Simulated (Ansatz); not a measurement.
Energy needed to pull apart H$_{2}$TeO (SMILES O[TeH]), closed shell, into free ground-state atoms, from the structure below (at a frame of a short PBE0-D4/def2-SVP trajectory); no zero-point or spin–orbit terms; open-shell atoms are treated unrestricted, in their ground-state multiplicity.

```xyz
4
angstrom
O -0.4859 -0.7231 0.6535
Te 0.4411 1.0532 0.2339
H 0.1016 -1.4794 0.6389
H -0.1877 1.0854 -1.2948
```

Program: Ansatz 0.2.0. Basis: def2-TZVPP. Cores are frozen in the correlated methods. Filled d shells of the heavier atoms are correlated. Core potentials replace the inner electrons of the atoms past krypton. The def2 sets are not built for correlating such inner shells, so the correlated values are less sure here.

| method | atomization energy (kJ/mol) |
| --- | --- |
| PBE-D4 | 1045 |
| r2SCAN-D4 | 1003 |
| PBE0-D4 | ? |
| wB97M-V | 1001 |
| HF | ? |
| MP2 | 987 |
| CCSD | 946 |
| CCSD(T) | 975 |

Question: What does HF give? (An estimate is asked for; the value comes from the calculation.)

Answer: The calculation gives: 561 kJ/mol, which is about 413 kJ/mol less than CCSD(T)/def2-TZVPP.

Question: What does PBE0-D4 give? (An estimate is asked for; the value comes from the calculation.)

Answer: By the calculation: 988 kJ/mol, which is about 13 kJ/mol more than CCSD(T)/def2-TZVPP.

In triple zeta the MP2 and coupled-cluster atomization energies are still short of their basis limit by a few kcal/mol a bond, whereas those of the functionals are nearly converged, so these differences are not deviations from converged CCSD(T).

No T1 diagnostic of these runs exceeds 0.014.

For scale, one of the runs: CCSD(T)/def2-TZVPP forces, 109 basis functions, launched by `ansatz run in.yaml --threads 2 --pin off --events-out ev --progress --plain --max-ram 3481MiB`. The run took 46 s on 2 CPU threads of an Arm Neoverse V1 (shared host), with 0.72 GiB of host memory at its peak.
